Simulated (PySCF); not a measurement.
# Fe⁺: excitation energy

Fe⁺ [Ar] 3d6 4s1 (6D) → Fe⁺ [Ar] 3d5 4s2 (6S), as a difference of total energies. All numbers are calculated (PySCF 2.14, scalar relativity by spin-free X2C-1e, in x2c-TZVPPall with one added diffuse shell each of s, p, d, f type (7s6p5d3f1g, 80 functions)). Correlated levels: valence: [Ar] frozen; valence and next inner shell: [Ne] frozen. The calculations carry no spin-orbit coupling.

```
                                method  excitation energy (eV)  error (eV)
                                   UHF                   2.138      -0.701
                                   LDA                   3.729      +0.890
                                   PBE                   3.887      +1.048
                                  PBE0                   3.556      +0.717
                                r2SCAN                   3.731      +0.892
                                 TPSSh                   3.909      +1.070
                               wB97X-V                   3.395      +0.556
                                 HSE06                   3.578      +0.739
                             BHandHLYP                   2.924      +0.085
                         MP2 (valence)                   2.751      -0.088
                     SCS-MP2 (valence)                   2.720      -0.119
    MP2 (valence and next inner shell)                   2.988      +0.149
SCS-MP2 (valence and next inner shell)                   2.866      +0.027
```

Reference: 2.839 eV (measured; NIST levels, between the centres of gravity of the two terms).

Errors of the correlated levels include the incompleteness of this basis and the frozen core.
